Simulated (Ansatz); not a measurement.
`[BH2][GeH2][C](C)=N` and `CC(=N)CI` differ in one atom or group.

Ansatz, PBE0-D4/def2-TZVP geometries, multiplicity 1. Each molecule was computed in one conformer, which needn't be the lowest.

Elements past krypton have def2 core potentials. Scalar relativity is left out up to krypton.

```json
{"property": "LUMO energy (PBE/def2-TZVPP) / eV", "`[BH2][GeH2][C](C)=N`": "-3.47"}
{"property": "HOMO energy (ωB97M-V/def2-TZVPP) / eV", "`[BH2][GeH2][C](C)=N`": "-9.14"}
{"property": "size of the dipole moment (PBE/def2-TZVPP) / D", "`[BH2][GeH2][C](C)=N`": "1.29"}
{"property": "HOMO–LUMO gap (B3LYP/def2-TZVPP) / eV", "`[BH2][GeH2][C](C)=N`": "3.97"}
{"property": "size of the dipole moment (ωB97M-V/def2-TZVPP) / D", "`[BH2][GeH2][C](C)=N`": "1.97"}
{"property": "HOMO energy (PBE0/def2-TZVPP) / eV", "`[BH2][GeH2][C](C)=N`": "-6.95"}
```

Q: What does the change do to each property? (Best estimate.)

A: Ansatz gave: 
```
                                          property  `CC(=N)CI`  shift
                 LUMO energy (PBE/def2-TZVPP) / eV       -2.34   1.13
             HOMO energy (ωB97M-V/def2-TZVPP) / eV       -9.56  -0.42
    size of the dipole moment (PBE/def2-TZVPP) / D        2.40   1.11
             HOMO–LUMO gap (B3LYP/def2-TZVPP) / eV        5.50   1.53
size of the dipole moment (ωB97M-V/def2-TZVPP) / D        2.47   0.50
                HOMO energy (PBE0/def2-TZVPP) / eV       -7.38  -0.43
```

With PBE0 the HOMO falls by 0.43 eV and the LUMO rises by 1.17 eV, so the gap widens by about 1.60 eV. PBE moves the HOMO by -0.38 eV and ωB97M-V by -0.42 eV. Dipoles are sizes alone; their direction can turn.

B3LYP here is the variant with VWN-RPA as its local correlation; programs differ in this.

Spin–orbit coupling is left out; it splits and shifts lone-pair levels of the heavy atoms by tenths of an eV.
